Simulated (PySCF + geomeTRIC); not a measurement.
Species: C$_{2}$H$_{3}$NSi, SMILES `C=[SiH]C#N` (charge 0, multiplicity 1).

### Question
Give a relaxed geometry from B3LYP-D3(BJ)/def2-TZVP in PySCF + geomeTRIC.

### Answer
the end point of this relaxation (outside a Z-matrix the atoms follow the SMILES, hydrogens last).
Cartesian coordinates (Å) in one orientation:
```xyz
7

C     -1.278    -0.443    -0.047
Si     0.072     0.582    -0.067
C      1.753    -0.098     0.152
N      2.821    -0.511     0.289
H     -1.187    -1.511     0.094
H     -2.283    -0.063    -0.175
H      0.074     2.036    -0.249
```
